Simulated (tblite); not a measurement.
C5H14BNSi.
Structure used (GFN2-xTB), in Å, numbered top down from 1:
```xyz
22
C5H14BNSi angstrom
Si     3.2745    0.1368    1.0907
N      1.9169   -0.6296    0.3144
B      0.5344   -0.3974    0.2863
C     -0.4285   -1.3754   -0.5206
C     -1.6088   -0.6352   -1.1610
C     -2.3011    0.2794   -0.1547
C     -1.3578    1.3720    0.3400
C     -0.1562    0.7830    1.0905
H      3.9445   -0.8882    1.8994
H      4.1765    0.6150    0.0365
H      2.8192    1.2388    1.9292
H      2.2091   -1.4307   -0.2319
H     -0.8333   -2.1099    0.1842
H      0.0915   -1.9523   -1.2911
H     -1.2449   -0.0315   -1.9966
H     -2.3302   -1.3525   -1.5627
H     -3.1776    0.7377   -0.6209
H     -2.6468   -0.3124    0.6963
H     -1.9066    2.0597    0.9896
H     -0.9991    1.9453   -0.5183
H     -0.5180    0.3769    2.0412
H      0.5319    1.5900    1.3466
```

Method: GFN2-xTB as coded in tblite; computed harmonic values from a numerical Hessian at the method's own geometry, unscaled. The method is semi-empirical: single wavenumbers can be off by several per cent or more. Modes of hydrogen on silicon can be 10 to 20 % off. One conformer, not necessarily the lowest. The optimisation stopped once no atom felt more than 0.01 eV/Å.

Lowest wavenumbers of the output (negative numbers stand for imaginary wavenumbers):
```
mode    cm-1
  1     -74.5
  2      41.0
  3     115.6
  4     144.4
  5     183.2
  6     265.0
  7     327.4
  8     364.2
```

Problem. Is this structure a minimum?

Solution. No. 1 mode is imaginary beyond 20i (74i cm⁻¹), so at this level the point lies at or near a first-order saddle.

Problem. Which atoms move in the imaginary mode?

Solution. 74i: H10 (Si–H hydrogen) 32 %, H11 (Si–H hydrogen) 32 %, H9 (Si–H hydrogen) 30 %. These are shares of the mass-weighted motion.

Problem. What is the remedy?

Solution. Step along that mode in both directions, optimise again with tighter thresholds and repeat the frequencies. The zero-point energy of this point (115.1 kcal/mol) counts the 59 real modes alone, and thermal corrections from it aren't those of a minimum.
